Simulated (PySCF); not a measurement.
Match the calculated data to a structure.

All candidates are C6H8N2.

* UV, first state: lowest singlet excitation: 4.72 eV (263 nm, f = 0.082) [TDDFT CAM-B3LYP/def2-SVPD]
* Polarisability: 86.1 au [CAM-B3LYP/def2-SVPD]
* Dipole: 1.96 D [CAM-B3LYP/def2-SVPD]
* Rotational structure: rotational constants A, B, C: 5.186, 1.586, 1.226 GHz [GFN2-xTB]
* UV, strongest line: among the 8 lowest singlet transitions: S3 at 5.72 eV (217 nm, f = 0.208) [TDDFT CAM-B3LYP/def2-SVPD]
* Triplet: lowest triplet excitation (Tamm–Dancoff): 3.75 eV [TDA CAM-B3LYP/def2-SVPD]

Gas-phase values; electronic properties from PySCF, density fitting. Levels stand in brackets. One conformer (not necessarily the lowest) at the GFN2-xTB geometry, without solvent, vibrations or thermal averaging.

Problem. Which candidate is it?
A. `C#C[C@H](C#N)CCN`
B. `CCc1ncccn1`
C. `C=CC(C=C)=NN=C`
D. `Cc1ccnnc1C`
E. `CNc1ccccn1`

Solution. E. It is `CNc1ccccn1`. Numbering: `[CH3:1][NH:2][c:3]1[cH:4][cH:5][cH:6][cH:7][n:8]1`. Its formula, C6H8N2, gives 4 degrees of unsaturation: 1 ring and 3 π bonds in the structure found (Kekulé form). The optimised geometry has point group C1 and is an asymmetric top.

The others, at the same levels:
- `Cc1ccnnc1C` fails: its computed lowest singlet excitation is 3.76 eV (329 nm, f = 0.004) (against 4.72 eV), lowest triplet excitation (Tamm–Dancoff) is 2.98 eV (against 3.75 eV) and strongest line among the 8 lowest singlet transitions is S8 at 7.19 eV (172 nm, f = 0.036) (against S3 at 5.72 eV).
- `C#C[C@H](C#N)CCN` fails: its computed lowest singlet excitation is 6.51 eV (190 nm, f = 0.018) (against 4.72 eV), lowest triplet excitation (Tamm–Dancoff) is 5.49 eV (against 3.75 eV) and strongest line among the 8 lowest singlet transitions is S6 at 7.71 eV (161 nm, f = 0.062) (against S3 at 5.72 eV).
- `C=CC(C=C)=NN=C` fails: its computed lowest singlet excitation is 4.12 eV (301 nm, f = 0.094) (against 4.72 eV), lowest triplet excitation (Tamm–Dancoff) is 2.42 eV (against 3.75 eV) and strongest line among the 8 lowest singlet transitions is S5 at 6.04 eV (205 nm, f = 0.449) (against S3 at 5.72 eV).
- `CCc1ncccn1` fails: its computed lowest singlet excitation is 4.48 eV (277 nm, f = 0.004) (against 4.72 eV), lowest triplet excitation (Tamm–Dancoff) is 3.97 eV (against 3.75 eV) and static isotropic polarisability is 80.6 au (against 86.1 au).

Each candidate is one conformer, not necessarily the lowest. Dipoles, sizes and rotational constants follow the conformer. The torsions of the flexible species, by atom-mapped SMILES:
- `[CH3:1][NH:2][c:3]1[cH:4][cH:5][cH:6][cH:7][n:8]1`: C1–N2–C3–C4 14°
- `[CH:1]#[C:2][C@H:3]([C:4]#[N:5])[CH2:6][CH2:7][NH2:8]`: C2–C3–C6–C7 -172°, C3–C6–C7–N8 60°, H–N8–C7–C6 69°, H–N8–C7–C6 -172°
- `[CH2:1]=[CH:2][C:3]([CH:4]=[CH2:5])=[N:6][N:7]=[CH2:8]`: C1–C2–C3–C4 -175°, C2–C3–C4–C5 12°, C3–N6–N7–C8 104°
- `[CH3:1][CH2:2][c:3]1[n:4][cH:5][cH:6][cH:7][n:8]1`: C1–C2–C3–N4 93°
